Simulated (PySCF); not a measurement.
This PySCF input asks for the NMR shieldings of SMILES C[B-](C)(C)[PH+]1C=CC=C1, C₇H₁₄BP; the geometry comes from GFN2-xTB.

```python
import basis_set_exchange as bse
import numpy as np
from pyscf import gto, dft
from pyscf.prop import nmr

atoms = """
C    -1.948778   -1.135917   -0.768463
B    -1.173805    0.232529   -0.369302
C    -1.975750    1.197227    0.659171
C    -0.439447    0.991441   -1.596038
P     0.348253   -0.466726    0.790294
C     1.603003    0.632762    1.437327
C     2.815052    0.264277    0.974831
C     2.813734   -0.962435    0.218990
C     1.601414   -1.541548    0.101455
H    -2.291918   -1.694183    0.103977
H    -1.333109   -1.808743   -1.365781
H    -2.832451   -0.913268   -1.363473
H    -2.320623    0.667214    1.548608
H    -1.377585    2.044942    0.994292
H    -2.860966    1.612643    0.180768
H     0.193590    0.324042   -2.181802
H     0.187154    1.818616   -1.260757
H    -1.170527    1.412752   -2.283297
H    -0.074021   -1.155384    1.916792
H     1.390981    1.517966    2.011168
H     3.727433    0.810292    1.155945
H     3.724506   -1.368851   -0.191694
H     1.389107   -2.452663   -0.429996
"""
names = dict.fromkeys(["C", "B", "P", "H"], "pcSseg-1")
basis = {el: gto.basis.parse(bse.get_basis(n, elements=[el], fmt="nwchem")) for el, n in names.items()}
mol = gto.M(atom=atoms, basis=basis, charge=0, verbose=0)
mf = dft.RKS(mol, xc="PBE0")
mf.grids.level = 2
mf.grids.alignment = dft.numint.BLKSIZE   # the property module wants whole blocks of grid points
mf.conv_tol = 1e-9
mf.kernel()

calc = nmr.RKS(mf)   # GIAO
C = mf.mo_coeff
Co = C[:, mf.mo_occ > 0]
resp = mf.gen_response(singlet=True, hermi=2)
def vind(x):   # induced exchange potential for any number of trial vectors
    d = np.einsum("pi,xij,qj->xpq", C, 2 * x.reshape(-1, C.shape[1], Co.shape[1]), Co, optimize=True)
    return np.einsum("xpq,pi,qj->xij", resp(d - d.transpose(0, 2, 1)), C, Co, optimize=True).ravel()
mo1, _ = nmr.rhf.solve_mo1(calc, with_cphf=vind)
sigma = calc.kernel(mo1)
for i, s in enumerate(sigma):   # ppm
    w = np.linalg.eigvalsh((s + s.T) / 2)
    print("%2d %-2s iso %8.1f  s11 %8.1f  s22 %8.1f  s33 %8.1f" % (i, mol.atom_pure_symbol(i), w.mean(), *w))
```

Problem. What does it print?

Solution. 
```
 0 C  iso    174.1  s11    164.3  s22    170.9  s33    187.2
 1 B  iso    109.5  s11     98.6  s22     99.5  s33    130.3
 2 C  iso    174.3  s11    164.8  s22    170.8  s33    187.3
 3 C  iso    181.0  s11    174.2  s22    179.3  s33    189.5
 4 P  iso    341.3  s11    261.0  s22    370.1  s33    392.8
 5 C  iso     51.1  s11    -50.4  s22     39.6  s33    164.0
 6 C  iso     35.0  s11    -74.6  s22     33.6  s33    146.1
 7 C  iso     35.0  s11    -74.7  s22     33.5  s33    146.2
 8 C  iso     51.0  s11    -50.4  s22     39.4  s33    164.1
 9 H  iso     31.5  s11     28.3  s22     29.5  s33     36.7
10 H  iso     31.6  s11     27.2  s22     30.4  s33     37.2
11 H  iso     31.3  s11     27.5  s22     28.1  s33     38.3
12 H  iso     31.5  s11     28.2  s22     29.5  s33     36.7
13 H  iso     31.6  s11     27.2  s22     30.3  s33     37.3
14 H  iso     31.3  s11     27.6  s22     28.1  s33     38.3
15 H  iso     32.1  s11     27.7  s22     31.6  s33     37.1
16 H  iso     32.1  s11     27.7  s22     31.6  s33     37.1
17 H  iso     31.9  s11     27.9  s22     28.4  s33     39.4
18 H  iso     26.7  s11     22.9  s22     23.8  s33     33.3
19 H  iso     24.9  s11     22.7  s22     24.2  s33     27.8
20 H  iso     24.3  s11     22.4  s22     22.6  s33     27.8
21 H  iso     24.3  s11     22.4  s22     22.6  s33     27.8
22 H  iso     24.9  s11     22.6  s22     24.2  s33     27.8
```

These numbers come from an equivalent density-fitted implementation of the same equations, which agrees with the script to about 0.01 ppm for H and up to a few tenths of a ppm for heavy atoms, so last digits may differ.

Size and cost of the density-fitted run: 230 basis functions, 92 s wall time on 1 thread of an Arm Neoverse N1, shared host.
